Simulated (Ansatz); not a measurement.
## C2H5InO (SMILES C[C](=O)[InH2]): the energy to break a bond

C2H5InO has 9 atoms, charge 0, and is taken as a singlet. SMILES: `C[C](=O)[InH2]`. The shape was relaxed beforehand at B3LYP/def2-SVP.

```xyz
9

C     0.3512    1.2072   -0.8531
C     0.6029   -0.0785   -0.1019
O     1.6969   -0.5986   -0.0456
In   -0.8779   -1.3137    1.0520
H     1.2788    1.5763   -1.3199
H    -0.4211    1.0370   -1.6226
H    -0.0521    1.9633   -0.1578
H    -1.6028   -2.6917    0.2700
H    -0.9758   -1.1015    2.7786
```

Wanted: the dissociation energy of the C2–C1 bond into doublet CH2InO and doublet CH3 (shapes relaxed at B3LYP/def2-SVP, no zero-point term). 1 Eh = 2625.50 kJ/mol = 27.2114 eV. Totals in Eh; open shells run unrestricted unless said.

| level | program | C2H5InO | doublet CH2InO | doublet CH3 |
| --- | --- | --- | --- | --- |
| HF/def2-SVP (core potential) | Ansatz | -342.543189 | -302.956409 | -39.532736 |
| PBE/def2-SVP (core potential) | Ansatz | -344.221905 | -304.377060 | -39.740222 |
| r2SCAN/def2-SVP (core potential) | Ansatz | -344.387406 | -304.511511 | -39.780544 |

**Question.** Work out the dissociation energy at each level.

**Answer.** 
1. HF/def2-SVP (core potential): (-302.956409) + (-39.532736) − (-342.543189) = 0.054044 Eh = 141.9 kJ/mol = 1.47 eV.
2. PBE/def2-SVP (core potential): (-304.377060) + (-39.740222) − (-344.221905) = 0.104623 Eh = 274.7 kJ/mol = 2.85 eV.
3. r2SCAN/def2-SVP (core potential): (-304.511511) + (-39.780544) − (-344.387406) = 0.095351 Eh = 250.3 kJ/mol = 2.59 eV.

The levels span 142 to 275 kJ/mol; no measured value is set beside them. Hartree–Fock lacks the correlation of the bonding electrons, so it comes out low. A bond enthalpy at 298 K also holds the loss of zero-point energy and thermal terms.
